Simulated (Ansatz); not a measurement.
Reaction (SMILES): CC(F)(F)C=O + 4 C (CH4) → C=O (CH2O) [formaldehyde] + 2 CC (C2H6) [ethane] + 2 CF (CH3F) [fluoromethane]
Each molecule is optimised on its own at B3LYP-D3(BJ)/def2-TZVP (Ansatz, a quantum-chemistry and plane-wave program), one conformer each, not searched for the lowest.

Property: bond separation energy (electronic energy difference), in eV. Correlated levels leave the core frozen unless marked. Spin-orbit coupling is left out. Non-relativistic unless marked X2C. CBS(X,Y): correlation extrapolated as X^-3; Hartree-Fock from the larger set. [CCSD(T)-MP2]/basis is that difference in the basis named.

| level | program | bond separation energy (eV) |
|---|---|---|
| PBE0-D3(BJ)/def2-TZVPD | Ansatz + dftd3 | 1.34 |
| BHLYP-D3(BJ)/def2-TZVPD | Ansatz + dftd3 | 1.29 |
| BHLYP/def2-TZVPD | Ansatz | 1.25 |
| r2SCAN0-D4/def2-TZVPD | Ansatz + dftd4 | (withheld) |
| LC-wPBE-D3(BJ)/def2-TZVPD | Ansatz + dftd3 | 1.37 |
| B2GP-PLYP-D3(BJ)/def2-TZVPD | Ansatz + dftd3 | 1.35 |
| X2C-CCSD(T)/cc-pVTZ-DK | Ansatz | (withheld) |
| RI-MP2/CBS(cc-pVTZ,cc-pVQZ)+[CCSD(T)-MP2]/cc-pVTZ | Ansatz | (withheld) |

Q: Complete the blanks.

A: 
- r2SCAN0-D4/def2-TZVPD, bond separation energy (eV): 1.47
- X2C-CCSD(T)/cc-pVTZ-DK, bond separation energy (eV): 1.44
- RI-MP2/CBS(cc-pVTZ,cc-pVQZ)+[CCSD(T)-MP2]/cc-pVTZ, bond separation energy (eV): 1.38
